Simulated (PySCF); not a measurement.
# Radial density of Si(3+) (silicon, charge +3)

BP86, [Ne] 3s1, 2S determinant. All numbers are calculated (PySCF 2.14, the non-relativistic Hamiltonian (point nucleus), in dyall-av2z).

| r (bohr) | 4πr²ρ (e/bohr) | 4πr²(ρα − ρβ) |
| --- | --- | --- |
| 0.00236 | 0.1162 | 0.0004 |
| 0.00397 | 0.3136 | 0.0012 |
| 0.00668 | 0.8233 | 0.0031 |
| 0.0112 | 2.049 | 0.0077 |
| 0.0189 | 4.681 | 0.0174 |
| 0.0318 | 9.240 | 0.0332 |
| 0.0535 | 14.37 | 0.0456 |
| 0.0900 | 15.35 | 0.0286 |
| 0.151 | 10.81 | -0.0044 |
| 0.255 | 10.88 | 0.0744 |
| 0.428 | 14.16 | 0.1424 |
| 0.720 | 7.227 | -0.0017 |
| 1.21 | 1.306 | 0.4452 |
| 2.04 | 0.5674 | 0.5567 |
| 3.43 | 0.04656 | 0.0465 |
| 5.76 | 0.0001681 | 0.0002 |

Question: Where is the radial spin density 4πr²(ρα − ρβ) most negative, and why is it negative at all?

Answer: Around r = 0.151 bohr, down to -0.0044 e/bohr: exchange with the open shell polarises the paired shells in an unrestricted calculation.
